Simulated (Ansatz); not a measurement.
Molecule: C4H5N, net charge 0, singlet state. 
Geometry from a B3LYP-D3(BJ)/def2-TZVP (Ansatz, a quantum-chemistry and plane-wave program) optimisation:
```xyz
10

C     -1.8122    -0.0744     0.0629
C     -0.6993    -1.0628     0.0570
C      0.6056    -0.7788     0.0044
C      1.1118     0.5510    -0.0546
N      1.5346     1.6227    -0.1026
H     -1.4497     0.9516     0.0183
H     -2.4782    -0.2482    -0.7869
H     -2.4197    -0.1928     0.9645
H     -0.9762    -2.1110     0.0994
H      1.3467    -1.5680     0.0047
```

Basis-set convergence of Hartree-Fock and CCSD(T) correlation energies (hartree) with Ansatz. Valence correlation only, unless marked. Spin-orbit coupling is left out. No relativistic terms.

The Hartree-Fock reference is unstable (checked in the largest basis), which strains HF and MP2. 

```csv
basis,functions,E(HF),"E(corr, CCSD(T))"
aug-cc-pVDZ,160,-208.83370,-0.77498
aug-cc-pVTZ,345,[?],[?]
```

**Question.** What belongs in the gaps?

**Answer.** 
- aug-cc-pVTZ, E(HF): -208.88295
- aug-cc-pVTZ, E(corr, CCSD(T)): -0.91029
